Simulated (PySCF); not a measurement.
Some computed properties have been withheld. Give your best values.

Compound: C6H5NS.
InChI=1S/C6H5NS/c1-3-7-5-2-4-8-6(1)5/h1-4,7H

```csv
property,level,value
point group of the GFN2-xTB geometry,GFN2-xTB,?
"rotational constants A, B, C of the GFN2-xTB geometry",GFN2-xTB,"4.027, 1.753, 1.221 GHz"
dipole moment,CAM-B3LYP/def2-SVPD,2.64 D
HOMO energy,CAM-B3LYP/def2-SVPD,?
LUMO energy,CAM-B3LYP/def2-SVPD,0.86 eV
lowest singlet excitation,TDDFT CAM-B3LYP/def2-SVPD,?
lowest triplet excitation (Tamm–Dancoff),TDA CAM-B3LYP/def2-SVPD,3.47 eV
static isotropic polarisability,CAM-B3LYP/def2-SVPD,91.0 au
electronic spatial extent ⟨r²⟩ about the centre of nuclear charge,CAM-B3LYP/def2-SVPD,?
13C chemical shifts (computed TMS as zero) by class,GIAO PBE0/pcSseg-1,?
1H chemical shifts (computed TMS as zero) by class,GIAO PBE0/pcSseg-1,?
"isotropic shieldings of nuclei other than C and H, by class",GIAO PBE0/pcSseg-1,?
```

The electronic properties come from PySCF, for the isolated species, density fitting.

**Question.** Give the lowest singlet excitation.

**Answer.** 5.19 eV (239 nm, f = 0.258).

**Question.** What are the isotropic shieldings of nuclei other than C and H, by class?

**Answer.** 118 (1 N), 367 (1 S) ppm.

**Question.** Give the 13C chemical shifts (computed TMS as zero) by class.

**Answer.** 141.1 (1 C), 134.1 (1 C), 131.6 (1 C), 124.0 (1 C), 113.3 (1 C), 106.8 (1 C) ppm.

**Question.** What is the point group of the GFN2-xTB geometry?

**Answer.** Cs.

**Question.** What are the 1H chemical shifts (computed TMS as zero) by class?

**Answer.** 7.73 (1 H), 6.97 (1 H), 6.95 (1 H), 6.90 (1 H), 6.68 (1 H) ppm.

**Question.** Give the HOMO energy.

**Answer.** -7.00 eV.

**Question.** Give the electronic spatial extent ⟨r²⟩ about the centre of nuclear charge.

**Answer.** 932 bohr².

With B = h/(8π²I), that is 505.379 GHz u Å² over I, the principal moments of inertia are 125.5, 288.3 and 413.7 u Å² (most abundant isotopes); the inertial defect Ic − Ia − Ib is -0.1 u Å² (zero for a rigid planar frame, negative otherwise). The polarisability is 13.48 Å³ as a volume (1 au = 0.148185 Å³), or 1.42 au for each of the 64 electrons. The rotational constants make it an asymmetric top with κ = (2B − A − C)/(A − C) = -0.62, nearer the prolate limit (−1). No computed singlet falls in the visible range (750 to 380 nm, 1.65 to 3.26 eV); S1 lies 1.93 eV above its blue end.
